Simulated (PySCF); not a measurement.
ClGe, SMILES [Cl][Ge] (connectivity only; charge and spin as stated), charge +1, multiplicity 1. Atoms are numbered in the order given.

```xyz
2

Cl     0.0000     0.0000    -1.3563
Ge     0.0000     0.0000     0.7205
```
Charge +1, spin multiplicity 1.

Coordinates come from a B3LYP-D3(BJ)/def2-TZVP optimisation. The spin state was assumed, not searched.

Level of theory: TDA-CAM-B3LYP/def2-TZVPD (PySCF 2.14.0).

Vertical excitations; the highest root listed may be one member of a degenerate set. Gas-phase values at a fixed geometry. State labels are in the subgroup C2v.

### Question
List the lowest excited states. (An estimate is asked for; the answer gives what the named calculation found.)

### Answer

| state | symmetry | energy (eV) | λ (nm) | f | main pairs |
|---|---|---|---|---|---|
| S1 | A2 | 5.16 | 240 | 0.000 | HOMO−2→LUMO+1 50 %, HOMO−1→LUMO 50 % |
| S2 | A1 | 5.34 | 232 | 0.000 | HOMO−2→LUMO, HOMO−1→LUMO+1 (degenerate set) |
| S3 | A2 | 5.34 | 232 | 0.000 | HOMO−1→LUMO, HOMO−2→LUMO+1 (degenerate set) |
| S4 | B2 | 5.36 | 231 | 0.045 | HOMO→LUMO+1 (degenerate set) |
| S5 | B1 | 5.36 | 231 | 0.045 | HOMO→LUMO (degenerate set) |
| S6 | A1 | 6.84 | 181 | 0.071 | HOMO−1→LUMO+1 39 %, HOMO−2→LUMO 39 %, HOMO→LUMO+2 18 % |
| S7 | B2 | 8.83 | 140 | 0.010 | HOMO−1→LUMO+2 (degenerate set) |
| S8 | B1 | 8.83 | 140 | 0.010 | HOMO−2→LUMO+2 (degenerate set) |
| S9 | A1 | 10.65 | 116 | 1.857 | HOMO→LUMO+2 72 % |
| S10 | A1 | 10.92 | 114 | 0.197 | HOMO→LUMO+3 94 % |
| T1 | B2 | 4.00 | 310 | 0 | HOMO→LUMO+1 (degenerate set) |
| T2 | B1 | 4.00 | 310 | 0 | HOMO→LUMO (degenerate set) |
| T3 | A1 | 4.69 | 264 | 0 | HOMO−2→LUMO 49 %, HOMO−1→LUMO+1 49 % |
| T4 | A1 | 4.89 | 254 | 0 | HOMO−1→LUMO+1 49 %, HOMO−2→LUMO 49 % |
Triplets are in the Tamm–Dancoff approximation.
